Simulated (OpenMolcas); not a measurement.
Pt4+ among 6 point charges of -1 e arranged as a trigonal antiprism (D3d), with a polar angle of 59.7° against the regular 54.74°.

| Item | Value |
| --- | --- |
| Program | OpenMolcas |
| Method | CASSCF |
| Basis | ANO-RCC-VTZP [8s7p5d3f1g] |
| Scalar Hamiltonian | DKH2, point nucleus |
| Active space | 6 electrons in 5 orbitals (5d) |
| State averaging | 2S+1 = 5 even, 5 roots; 2S+1 = 3 even, 45 roots; 2S+1 = 1 even, 50 roots |
| Spin-orbit coupling | RASSI with atomic mean-field integrals over the reference wave functions |

All point charges move together. At R = 1.83 Å the first state of the same spin is 2027 cm-1, and at R = 1.93 Å it is 1733 cm-1.

Q: A third run gives 2507 cm-1. What distance was it run at?

A: With a power law R^-n the two known points give n = -ln(1733 / 2027) / ln(1.93 / 1.83) = 2.95. Then R = 1.83 × (2027 / 2507)^(1/2.95) = 1.703 Å. The run was at 1.7 Å, so the estimate is off by +0.003 Å.

Without dynamic correlation the repulsion within the d shell is too large (B by tens of per cent), so at a given field states of lower spin stand too high. Point charges give a weaker field than real ligands, and real ions of this kind are as a rule low spin; the high spin found here belongs to the model. Spin-orbit coupling mixes the spin-free states strongly: the lowest level takes only 61 % from its leading state, 5A1 (figures for R = 1.7; the like holds for R = 1.83, R = 1.93). This shell can be high or low spin here, a state of another spin lies low, and with metal d orbitals alone active their balance is uncertain, so the ground spin may be wrong (holds for R = 1.7). This is an electrostatic model: the charges have no orbitals. No measured value stands beside these numbers.
